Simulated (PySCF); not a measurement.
Isomers of C7H8S, one conformer each; single-point electronic energies without zero-point terms and without any empirical dispersion term.

Computed with PySCF at wB97X-D/pcSseg-2, non-relativistic, each on one gas-phase PBE0-D3(BJ)/def2-TZVP geometry that isn't relaxed in the solvent. The solvent is an IEF-PCM continuum (van der Waals radii × 1.2). Specific hydrogen bonds and non-electrostatic terms are outside this model.

| isomer | relative energy, gas (kcal/mol) | dipole (D) |
| --- | --- | --- |
| `SCc1ccccc1` | 0.0 | 1.50 |
| `CSC1=CC=CC=C1` | 0.9 | 1.38 |

Q: How do the relative energies look in chloroform (ε = 4.711)?

A: 
| isomer | relative energy, solvent (kcal/mol) | E(solvent) − E(gas) (kcal/mol) | dipole in solvent (D) |
| --- | --- | --- | --- |
| `SCc1ccccc1` | 0.0 | -3.5 | 1.85 |
| `CSC1=CC=CC=C1` | 1.1 | -3.2 | 1.81 |

The order is unchanged. Conformers: `[SH:1][CH2:2][c:3]1[cH:4][cH:5][cH:6][cH:7][cH:8]1` with H–S1–C2–C3 -54°, S1–C2–C3–C4 -73°; `[CH3:1][S:2][c:3]1[cH:4][cH:5][cH:6][cH:7][cH:8]1` with C1–S2–C3–C4 -4°. `SCc1ccccc1` gains most from the continuum, and it has the largest gas-phase dipole. The gains span 0.3 kcal/mol, the gas-phase energies 0.9 kcal/mol.
